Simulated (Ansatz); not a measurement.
Born–Oppenheimer molecular dynamics of CH₇BFNOSi (13 atoms, charge 0, multiplicity 1). It goes on from the last frame of an earlier run, with new velocities.

Level of theory: UKS PBE-D4/STO-3G in Ansatz.

```json
{
 "ensemble": "NVE (velocity Verlet)",
 "time step": "1 fs",
 "steps asked": "294",
 "starting velocities drawn for": "1000 K",
 "seed": "370678"
}
```

Frames 2 fs apart, positions in Å.

Velocities at 40 fs (Å/ps):

```
N -3.71 6.35 -4.91
B 14.43 -17.60 -1.84
F 2.79 5.69 -1.28
Si -4.66 2.31 1.58
C -18.71 -12.36 10.88
O 9.51 2.96 -4.35
H 11.70 19.57 30.80
H -26.08 59.44 37.23
H 27.50 -6.20 -9.28
H -15.25 -25.74 -1.27
H 20.33 -1.72 -53.68
H 2.49 -3.67 -21.45
H 25.77 -12.61 25.32
```

```xyz
13
Properties=species:S:1:pos:R:3 time_fs=40 energy_less_start_eV=-0.227 T=1163
N 0.712 -2.483 -0.216
B 1.182 -1.094 -0.440
F 2.268 -0.828 -1.175
Si -0.080 -0.028 0.768
C -0.315 1.692 -0.173
O -1.122 2.894 0.403
H 1.079 -3.322 -0.680
H -0.352 -2.367 0.059
H -1.489 -0.617 0.904
H 0.446 -0.044 2.126
H 0.703 2.145 -0.339
H -0.769 1.520 -1.180
H -2.053 2.518 0.486
13
Properties=species:S:1:pos:R:3 time_fs=42 energy_less_start_eV=0.018 T=999
N 0.702 -2.464 -0.225
B 1.208 -1.132 -0.442
F 2.273 -0.816 -1.177
Si -0.089 -0.023 0.770
C -0.353 1.671 -0.151
O -1.100 2.899 0.394
H 1.098 -3.315 -0.632
H -0.356 -2.286 0.119
H -1.412 -0.626 0.880
H 0.416 -0.086 2.127
H 0.724 2.132 -0.441
H -0.759 1.502 -1.218
H -2.028 2.475 0.537
13
Properties=species:S:1:pos:R:3 time_fs=44 energy_less_start_eV=0.067 T=958
N 0.687 -2.437 -0.232
B 1.230 -1.171 -0.440
F 2.278 -0.805 -1.179
Si -0.097 -0.017 0.770
C -0.386 1.658 -0.132
O -1.075 2.901 0.384
H 1.100 -3.362 -0.602
H -0.266 -2.291 0.147
H -1.338 -0.645 0.851
H 0.389 -0.104 2.137
H 0.669 2.082 -0.503
H -0.747 1.464 -1.214
H -2.022 2.427 0.592
13
Properties=species:S:1:pos:R:3 time_fs=46 energy_less_start_eV=0.151 T=906
N 0.677 -2.412 -0.241
B 1.247 -1.201 -0.433
F 2.283 -0.794 -1.179
Si -0.102 -0.010 0.767
C -0.411 1.652 -0.121
O -1.052 2.897 0.376
H 1.054 -3.387 -0.555
H -0.198 -2.363 0.186
H -1.323 -0.699 0.819
H 0.363 -0.097 2.154
H 0.559 2.004 -0.509
H -0.756 1.405 -1.164
H -1.980 2.417 0.642
13
Properties=species:S:1:pos:R:3 time_fs=48 energy_less_start_eV=0.091 T=939
N 0.676 -2.399 -0.257
B 1.261 -1.214 -0.423
F 2.287 -0.785 -1.179
Si -0.103 -0.004 0.762
C -0.432 1.649 -0.115
O -1.034 2.889 0.369
H 0.973 -3.366 -0.493
H -0.238 -2.471 0.283
H -1.359 -0.780 0.785
H 0.336 -0.065 2.169
H 0.493 1.940 -0.483
H -0.812 1.326 -1.098
H -1.907 2.456 0.689
13
Properties=species:S:1:pos:R:3 time_fs=50 energy_less_start_eV=0.255 T=832
N 0.671 -2.398 -0.271
B 1.273 -1.206 -0.410
F 2.290 -0.777 -1.178
Si -0.102 0.001 0.756
C -0.455 1.644 -0.110
O -1.016 2.880 0.363
H 0.909 -3.364 -0.454
H -0.255 -2.573 0.370
H -1.389 -0.853 0.751
H 0.303 -0.012 2.175
H 0.547 1.918 -0.469
H -0.920 1.236 -1.045
H -1.866 2.514 0.750
13
Properties=species:S:1:pos:R:3 time_fs=52 energy_less_start_eV=0.157 T=895
N 0.654 -2.408 -0.279
B 1.282 -1.180 -0.394
F 2.292 -0.771 -1.176
Si -0.100 0.003 0.750
C -0.474 1.636 -0.109
O -0.997 2.873 0.358
H 0.899 -3.422 -0.463
H -0.180 -2.622 0.398
H -1.375 -0.888 0.719
H 0.266 0.056 2.172
H 0.626 1.912 -0.463
H -1.049 1.163 -0.999
H -1.881 2.571 0.837
13
Properties=species:S:1:pos:R:3 time_fs=54 energy_less_start_eV=0.185 T=883
N 0.633 -2.429 -0.283
B 1.285 -1.143 -0.373
F 2.295 -0.767 -1.172
Si -0.099 0.002 0.745
C -0.484 1.624 -0.116
O -0.982 2.867 0.355
H 0.933 -3.466 -0.514
H -0.065 -2.611 0.397
H -1.311 -0.877 0.694
H 0.229 0.132 2.164
H 0.625 1.899 -0.460
H -1.157 1.137 -0.944
H -1.886 2.637 0.915
13
Properties=species:S:1:pos:R:3 time_fs=56 energy_less_start_eV=-0.071 T=1045
N 0.621 -2.457 -0.293
B 1.280 -1.104 -0.349
F 2.296 -0.764 -1.168
Si -0.096 -0.002 0.739
C -0.489 1.607 -0.128
O -0.971 2.865 0.357
H 0.981 -3.435 -0.584
H -0.031 -2.581 0.471
H -1.230 -0.841 0.678
H 0.195 0.208 2.156
H 0.532 1.876 -0.472
H -1.219 1.164 -0.888
H -1.834 2.705 0.955
13
Properties=species:S:1:pos:R:3 time_fs=58 energy_less_start_eV=0.250 T=841
N 0.617 -2.482 -0.308
B 1.267 -1.071 -0.324
F 2.295 -0.762 -1.162
Si -0.091 -0.006 0.735
C -0.496 1.587 -0.143
O -0.963 2.866 0.363
H 1.030 -3.358 -0.654
H -0.044 -2.561 0.589
H -1.193 -0.824 0.670
H 0.166 0.280 2.149
H 0.428 1.860 -0.535
H -1.244 1.225 -0.858
H -1.755 2.751 0.971
13
Properties=species:S:1:pos:R:3 time_fs=60 energy_less_start_eV=0.170 T=887
N 0.615 -2.495 -0.317
B 1.249 -1.047 -0.301
F 2.292 -0.760 -1.153
Si -0.082 -0.009 0.733
C -0.512 1.566 -0.153
O -0.951 2.872 0.369
H 1.094 -3.317 -0.727
H -0.005 -2.565 0.625
H -1.229 -0.850 0.671
H 0.143 0.342 2.139
H 0.400 1.872 -0.677
H -1.265 1.287 -0.882
H -1.717 2.754 1.013
13
Properties=species:S:1:pos:R:3 time_fs=62 energy_less_start_eV=0.114 T=922
N 0.613 -2.493 -0.321
B 1.230 -1.036 -0.283
F 2.285 -0.760 -1.141
Si -0.071 -0.011 0.731
C -0.530 1.549 -0.164
O -0.935 2.881 0.375
H 1.163 -3.312 -0.784
H 0.091 -2.612 0.564
H -1.297 -0.891 0.683
H 0.129 0.392 2.126
H 0.389 1.887 -0.847
H -1.304 1.328 -0.955
H -1.718 2.713 1.082
```

Of the whole run (294 fs, mean temperature of the second half 992 K): The conserved energy stayed within 3.1 meV per atom of its start (net change 1.3 meV per atom), so there is no drift, though single steps change it by up to 60 meV in the whole system, a sign of fast motions only just resolved. A run of 0.29 ps of so small a system gives no equilibrium averages. Limits of this set-up: minimal basis.

The run took 20 min on 1 thread of Arm Neoverse V1, with other jobs on the host, peak memory 0.12 GiB.
